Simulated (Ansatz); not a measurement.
Consider the hydrogenolysis of the Al–B bond: `[BH2][Al]([CH2]F)[O]C` + H₂ → `C[O][AlH][CH2]F` + BH₃.

Isolated molecules relaxed with PBE0-D4/def2-TZVP in Ansatz; ΔE leaves out vibrations. CCSD(T)/CBS adds triple-zeta CCSD(T) − MP2 to the extrapolated MP2 energy (def2 sets, frozen cores). This one scheme is used for every species. Functionals use def2-TZVPP. One conformer a species, not always the lowest.

Problem. Is it downhill or uphill in electronic energy at CCSD(T)/CBS, and by how much? (Best estimate.)

Solution. Ansatz gave: Downhill: ΔE = -0.46 eV.

Problem. What do these levels give: PBE-D4, PBE0-D4, ωB97M-V, CCSD/def2-TZVPP, CCSD(T)/def2-TZVPP, HF/def2-QZVPP? (Estimate.)

Solution. Computed: PBE-D4 -0.35, PBE0-D4 -0.42, ωB97M-V -0.51, CCSD/def2-TZVPP -0.51, CCSD(T)/def2-TZVPP -0.47, HF/def2-QZVPP -0.73 eV.

Largest T1 diagnostic among the species: 0.012.

In def2-TZVPP, CCSD(T) changes the Hartree–Fock value by +0.26 eV (the triples alone add +0.04 eV) and MP2 by +0.22 eV. From PBE to PBE0 (25 % exact exchange), in def2-TZVPP and without D4, ΔE moves by −0.06 eV.
